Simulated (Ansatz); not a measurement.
`[OH][InH][OH]`. Charge 0, multiplicity 1. Correlated methods include outer-core shells of In, which these sets cover unevenly. In takes the def2 core potential.

Z-matrix (Å, degrees):
```
In
O 1 1.973
O 1 1.985 2 106.6
H 1 1.692 2 125.3 3 -180.0
H 2 0.961 1 111.0 3 0.1
H 3 0.959 1 114.5 2 -179.9
```

(1) Give the diagnostics of a CCSD(T)/def2-TZVPP run (frozen core, Ansatz 0.2.0). (Estimate.)

## Answers

(1) Ansatz gave: T1 = 0.0172, largest single amplitude 0.044, largest double 0.021, (T) share of the correlation energy 3.3 %, 10 CCSD cycles. The RHF solution is stable towards an unrestricted one. T1 lies under the customary mark of 0.02 for closed shells.
